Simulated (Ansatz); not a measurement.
Stepwise reaction of tetramethylsilane with hydrogen chloride, as a gas-phase model of exchange steps in deposition or etching. ΔE in kJ/mol.

Calculated with Ansatz (gas phase, PBE0-D4/def2-TZVP geometries, no zero-point term in ΔE). CCSD(T)/CBS is the MP2 limit (def2-TZVPP, def2-QZVPP) plus CCSD(T) − MP2 in def2-TZVPP, frozen cores. This one scheme is used for every species. Functionals use def2-TZVPP. B3LYP here is the variant with VWN-RPA as its local correlation; programs differ in this.

```tsv
step	reaction	PBE-D4	B3LYP-D4	ωB97M-V	CCSD(T)/CBS
1	`C[Si](C)(C)C` + HCl → `C[Si](C)(C)Cl` + CH₄	-119.7	-124.1	-123.0	-121.2
2	`C[Si](C)(C)Cl` + HCl → `C[Si](C)(Cl)Cl` + CH₄	-107.0	-110.2	-108.8	-107.2
3	`C[Si](C)(Cl)Cl` + HCl → `C[Si](Cl)(Cl)Cl` + CH₄	-93.1	-95.6	-93.8	-92.6
4	`C[Si](Cl)(Cl)Cl` + HCl → `Cl[Si](Cl)(Cl)Cl` + CH₄	-78.2	-80.3	-78.5	-77.5
```

Question: By hand: ΔE of the 4 steps together at CCSD(T)/CBS.

Answer: (-121.2) + (-107.2) + (-92.6) + (-77.5) = -398.5 kJ/mol, or -99.6 kJ/mol a step.

In ΔE each step is higher than the one before. All are downhill at CCSD(T)/CBS. PBE-D4 differs from CCSD(T)/CBS by -0.7 to 1.5 kJ/mol a step. Isolated molecules leave out the surface, adducts and barriers. Largest T1 diagnostic: 0.009.
